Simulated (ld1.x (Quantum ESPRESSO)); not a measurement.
# What one change does to a pseudopotential (neodymium (Nd), TM semilocal)

- Element: Nd (Z = 60)
- Generator: ld1.x (Quantum ESPRESSO) 7.5
- Type: norm-conserving Troullier–Martins (semilocal form)
- Functional: PBEsol
- Relativity: scalar-relativistic
- Frozen core: [Kr] 4d10
- Valence charge: 14
- Reference configuration: 4f4 5s2 5p6 5d0 6s0 6p0 (charge +2)
- Partial waves: 5s (bound): rc 2.30 bohr; 5p (bound): rc 2.15 bohr; 4f (bound): rc 1.55 bohr; 5d (bound, empty): rc 2.30 bohr
- Local potential: the d channel
- Core correction: Bessel-smoothed model core inside 1.15 bohr

All-electron outer shells of the reference configuration (PBEsol, scalar-relativistic, ld1.x):

| shell | level (eV) | outermost node (bohr) | outermost maximum (bohr) |
| --- | --- | --- | --- |
| 4p | -238.49 | 0.32 | 0.59 |
| 4d | -129.39 | 0.29 | 0.62 |
| 5s | -53.46 | 0.72 | 1.32 |
| 5p | -35.00 | 0.77 | 1.50 |
| 4f | -14.60 | – | 0.67 |
| 5d | -13.51 | 0.88 | 2.10 |
| 6s | -13.23 | 1.75 | 3.34 |
| 6p | -9.48 | 2.05 | 4.03 |

Change: wave 5s (bound): rc 2.30 bohr becomes 5s (bound): rc 1.64 bohr.

Cutoffs: the cutoffs (Ry, on a coarse ladder) from which the occupation-weighted sum of valence levels, in a spherical-Bessel basis at the reference potential, stays within 10 and 1 mRy of its value at 400 Ry; they do not see the model core or the augmentation charge, which bear on the density cutoff. Errors are all-electron minus pseudo energies relative to the spin-unpolarised reference configuration.

Task: What does the change do?

Result: The potential gets neither clearly harder nor softer (160 Ry and 200 Ry → 160 Ry and 200 Ry); the f channel sets the loose cutoff, while the largest relative change is in s, which becomes harder; the number of tests that count goes from 6 to 5; of the 5 tests that both files solve, the error grows in 0 and shrinks in 5 by more than 15 % and 0.3 meV (median size 1374.7 → 113.6 meV); the range in which the s phases agree widens (upper end -2.0 → -0.5); neither file shows a bound ghost at the reference potential, the only one tested. Less of the atom is replaced, so other configurations are described better. A semilocal file is local in each channel, so a ghost entry of none says nothing of the separable form that plane-wave codes build from it.

| quantity | base | changed |
| --- | --- | --- |
| cutoff, loose | 160 Ry | 160 Ry |
| cutoff, tight | 200 Ry | 200 Ry |
| loose cutoff by channel (10 mRy a level) | s 15 Ry, p 18 Ry, f 140 Ry | s 40 Ry, p 18 Ry, f 140 Ry |
| bound ghosts | none | none |
| tests counted (converged, no solver errors) | 6 of 7 | 5 of 7 |
| error for 4f4 5s2 5p6 5d0 6s2 6p0, meV [ΔE -16.51 eV] | +1375 | +130 |
| error for 4f4 5s2 5p6 5d0 6s1 6p0, meV [ΔE -10.69 eV] | +969 | +92 |
| error for 4f3 5s2 5p6 5d0 6s0 6p0, meV [ΔE 22.49 eV] | +147 | +59 |
| error for 4f4 5s2 5p5 5d0 6s2 6p0, meV [ΔE 10.35 eV] | +2532 | +226 |
| error for 4f3 5s2 5p6 5d1 6s1 6p0, meV [ΔE -8.35 eV] | +1512 | +114 |
| s: phases at 2.49 bohr within 0.05 rad from the reference energy up to (Ry; the scan ends near 5) | -2.0 | -0.5 |
| p: phases at 2.49 bohr within 0.05 rad from the reference energy up to (Ry; the scan ends near 5) | 0.4 | 0.4 |
| d: phases at 2.49 bohr within 0.05 rad from the reference energy up to (Ry; the scan ends near 5) | 3.1 | 3.1 |
| f: phases at 2.49 bohr within 0.05 rad from the reference energy up to (Ry; the scan ends near 5) | 0.5 | 0.5 |

Base: Tests not counted: 4f4 5s2 5p6 5d0 6s0 6p1 (solver errors, printed error -6.0 eV). These tests converged, but a pseudo level misses the all-electron one widely, so the file describes the atom poorly there or has found another state: 4f4 5s2 5p6 5d0 6s2 6p0: 4f by 1.2 eV; 4f3 5s2 5p6 5d0 6s0 6p0: empty 6s by 2.8 eV. Changed file: Tests not counted: 4f5 5s2 5p6 5d0 6s0 6p0 (solver errors, printed error -1084 eV); 4f4 5s2 5p6 5d0 6s0 6p1 (solver errors, printed error -6.0 eV).
